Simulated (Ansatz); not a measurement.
Basis-set series for C6H15ClSi, SMILES `CC[Si](Cl)(CC)CC`. The species carries charge 0 and has multiplicity 1. All single points use the PBE0-D4/def2-TZVP geometry. It is one conformer, not always the lowest.

| functional | basis | functions | energy (Eh) | HOMO (eV) | LUMO (eV) |
| --- | --- | --- | --- | --- | --- |
| PBE0-D4 | def2-TZVPP | 480 | -987.01636 | -7.86 | 0.76 |
| PBE0-D4 | def2-QZVPP | 932 | -987.05327 | -7.88 | 0.41 |
| ωB97M-V | def2-TZVPP | 480 | -987.38153 | -10.08 | 2.20 |
| ωB97M-V | def2-QZVPP | 932 | -987.41691 | -10.10 | 1.60 |

**Question.** Give the rows for def2-SVP. (Best estimate.)

**Answer.** Ansatz gave: 
| functional | basis | functions | energy (Eh) | HOMO (eV) | LUMO (eV) |
| --- | --- | --- | --- | --- | --- |
| PBE0-D4 | def2-SVP | 195 | -986.49788 | -7.80 | 1.25 |
| ωB97M-V | def2-SVP | 195 | -986.84686 | -10.00 | 2.87 |

Positive LUMOs are unbound and depend on the basis.
